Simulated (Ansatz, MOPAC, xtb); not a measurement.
Spectroscopic constants of RuF+, multiplicity 5 (lowest of 2S+1 = 1, 3, 5, 7 at CCSD(T)/def2-TZVPP on PBE0 minima; our sources give no spin for the ground state, which may be another). No spin–orbit coupling.

The constants come from a fifth-degree fit in 1/R (seven points, main isotopes). Runs in def2 and cc sets follow the lowest solution found near the PBE0 minimum.

Codes used: Ansatz (a first-principles code); MOPAC for PM6 (differences of heats of formation); xtb for the GFN methods.  In def2 rows elements past Kr take small-core potentials, without spin–orbit coupling. The GFN methods have no spin term and hold the electronic entropy of 300 K.

```tsv
level	r_e (Å)	ω_e (cm⁻¹)	α_e (cm⁻¹)	ω_e x_e (cm⁻¹)
PM6	1.866	799	0.0013	3.0
GFN1-xTB	1.802	538	0.0025	1.9
GFN2-xTB	1.816	523	0.0023	2.3
SVWN5/def2-TZVPP	1.785	731	0.0020	3.3
PBE/def2-TZVPP	1.818	684	0.0020	3.2
r2SCAN/def2-TZVPP	1.807	709	0.0019	3.0
B97M-V/def2-TZVPP	1.814	705	0.0019	3.0
B3LYP/def2-TZVPP	1.821	701	0.0018	2.9
PBE0/def2-TZVPP	1.807	718	0.0018	2.9
BHLYP/def2-TZVPP	1.817	725	0.0017	2.8
CAM-B3LYP/def2-TZVPP	1.812	723	0.0018	2.8
wB97X-V/def2-TZVPP	1.813	724	0.0017	2.7
wB97M-V/def2-TZVPP	1.818	717	0.0017	2.7
B2PLYP/def2-TZVPP	1.820	709	0.0018	2.8
CCSD/def2-TZVPP	1.818	727	0.0017	2.8
CCSD/def2-QZVPP	1.821	722	0.0016	2.7
CCSD(T)/def2-TZVPP	1.820	718	0.0018	2.9
CCSD(T)/def2-QZVPP	1.823	713	0.0017	2.8
CCSD(T)/CBS(def2-TZVPP, def2-QZVPP)	1.823	712	0.0017	2.8
```

Correlated levels freeze the inner cores; with def2 sets outer-core shells near the valence are correlated too. CBS: X⁻³ extrapolation of the correlation energy, Hartree–Fock from the larger set. The state that PM6 reach isn't checked.
